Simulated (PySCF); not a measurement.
## Excitation energy of I by level of theory

I [Kr] 4d10 5s2 5p5 (2P) → I [Kr] 4d10 5s1 5p5 6s1 (4P), as a difference of total energies. Computed with PySCF 2.14 in aug-cc-pwCVTZ-PP with ECP28MDF, with scalar relativity through the core potential. Correlated levels: valence: 4s2 4p6 4d10 frozen; valence and next inner shell: nothing frozen outside the core potential. The calculations carry no spin-orbit coupling.

| method | excitation energy (cm⁻¹) |
| --- | --- |
| UHF | 148880 |
| LDA | 145580 |
| PBE | 143540 |
| PBE0 | 146710 |
| r2SCAN | 146520 |
| B2PLYP | 146060 |
| TPSS | 145290 |
| MP2 (valence) | 139440 |
| SCS-MP2 (valence) | 138380 |
| MP2 (valence and next inner shell) | 139300 |
| SCS-MP2 (valence and next inner shell) | 138020 |

Question: Estimate what CAM-B3LYP gives.

Answer: 149570 cm⁻¹, closest to UHF among the rows shown.

Question: Estimate what HSE06 gives.

Answer: 146670 cm⁻¹, closest to PBE0 among the rows shown.

The upper state lies above the first ionisation limit, where it may autoionise and the basis confines it. A Rydberg-like electron needs more diffuse functions than a valence basis has.

The promoted electron is Rydberg-like, and one or two diffuse shells describe it only roughly, which tends to raise the upper state.
